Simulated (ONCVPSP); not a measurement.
# bromine (Br): one change to an ONCV potential, before and after

```
Element                 : bromine (Br)
Generator               : ONCVPSP 4.0.1
Type                    : optimised norm-conserving Vanderbilt (ONCV)
Functional              : BLYP
Relativity              : scalar-relativistic
Frozen core             : [Ar]
Valence charge          : 17
Reference configuration : 3d10 4s2 4p3 (charge +2)
Partial waves           : 4s: rc 1.25 bohr, ncon 4, nbas 8, qcut 5.5 1/bohr, 3 projectors, debl 3.6 Ha; 4p: rc 1.55 bohr, ncon 5, nbas 10, qcut 5 1/bohr, 2 projectors, debl 2.1 Ha; 3d: rc 0.70 bohr, ncon 3, nbas 7, qcut 21 1/bohr, 2 projectors, debl 2.8 Ha
Local potential         : polynomial inside 0.45 bohr (lpopt 1, dvloc0 3 Ha)
Core correction         : none
```

In the d channel the program set the typed energies aside and used -3.331, 0.250 Ha.

Change: local potential polynomial inside 0.45 bohr (lpopt 1, dvloc0 -2 Ha).

Cutoffs: the cutoffs (Ha) at which the residual kinetic energy of the hardest occupied pseudo-wave falls to 1 and 0.1 mHa per electron; they do not see the model core or the augmentation charge, which bear on the density cutoff. Errors are all-electron minus pseudo energies relative to the spin-unpolarised reference configuration.

Q: Predict the effect on cutoff, ghosts and configuration errors.

A: The potential gets neither clearly harder nor softer (183 Ha and 202 Ha → 183 Ha and 202 Ha); both files keep a bound ghost (p, s); the errors of the 4 common tests hardly move.

| quantity | base | changed |
| --- | --- | --- |
| cutoff, loose | 183 Ha | 183 Ha |
| cutoff, tight | 202 Ha | 202 Ha |
| bound ghosts | s, p | s, p |
| GHOST(+) flags under 300 eV | none | none |
| error for 3d10 4s2 4p5, meV [ΔE -35.02 eV] | +13 | +13 |
| error for 3d10 4s2 4p4, meV [ΔE -22.62 eV] | +6.8 | +6.9 |
| error for 3d10 4s2 4p2, meV [ΔE 33.88 eV] | +0.8 | +0.9 |
| error for 3d10 4s1 4p5, meV [ΔE -9.57 eV] | +4.2 | +4.3 |
| s: phases at 1.27 bohr within 0.05 rad from the reference energy up to (Ha; the scan ends near 5) | to the end of the scan | to the end of the scan |
| p: phases at 1.58 bohr within 0.05 rad from the reference energy up to (Ha; the scan ends near 5) | to the end of the scan | n/a |
| d: phases at 0.71 bohr within 0.05 rad from the reference energy up to (Ha; the scan ends near 5) | to the end of the scan | to the end of the scan |

 A true bound ghost makes a file unfit for plane-wave use even where its test errors are small: the radial tests pick states by their node count and pass the ghost by.
